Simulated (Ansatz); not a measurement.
Ideal-gas functions of CH$_{3}$F$_{2}$SSi (`C[Si](F)(F)[S]`) radical at 400 K and 1 bar, from an Ansatz frequency run at PBE0-D4/def2-TZVP.

Molar mass 113.18 g/mol, point group Cs (symmetry number 1), electronic degeneracy 2, moments of inertia 135.044, 212.117, 224.046 u Å². Harmonic wavenumbers (cm⁻¹, unscaled): 116, 148, 166, 249, 294, 327, 502, 709, 779, 801, 907, 951, 1279, 1429, 1444, 3057, 3142, 3157.

Use S(trans) = R[1.5 ln M + 2.5 ln T − 1.1517]; rotational temperatures θ = 24.2544 K / I; S(rot) = R[ln(√π/σ · √(T³/θAθBθC)) + 1.5]; for each mode x = 1.438777 ν̃/T, S = R[x/(eˣ − 1) − ln(1 − e⁻ˣ)] and H = RT x/(eˣ − 1); 1 cm⁻¹ = 0.0119627 kJ/mol; R = 8.31446 J/(mol·K).

Problem. By hand: the entropy, in J/(mol·K).

Solution. Translation 173.9. Rotation: θ = 0.1796, 0.1143, 0.1083 K, giving 117.3. Vibration, mode by mode: 15.64, 13.65, 12.72, 9.50, 8.23, 7.43, 4.45, 2.47, 2.03, 1.90, 1.40, 1.24, 0.47, 0.30, 0.29, 0.00, 0.00, 0.00, in all 81.7. Electronic 5.8. Sum 378.7 J/(mol·K).

Problem. By hand: H − E and G − E in kJ/mol, counted from the electronic energy.

Solution. Zero-point energy ½ × 19457 × 0.0119627 = 116.4; thermal vibration 17.5; translation, rotation and pV give 4 RT = 13.3. H − E = 147.2 kJ/mol, and G − E = 147.2 − 400 × 378.7/1000 = -4.3 kJ/mol.

Vibration gives 22 % of the entropy, 29.3 J/(mol·K) of it from the modes under 150 cm⁻¹: soft modes count most, and the harmonic formula is weakest for them.
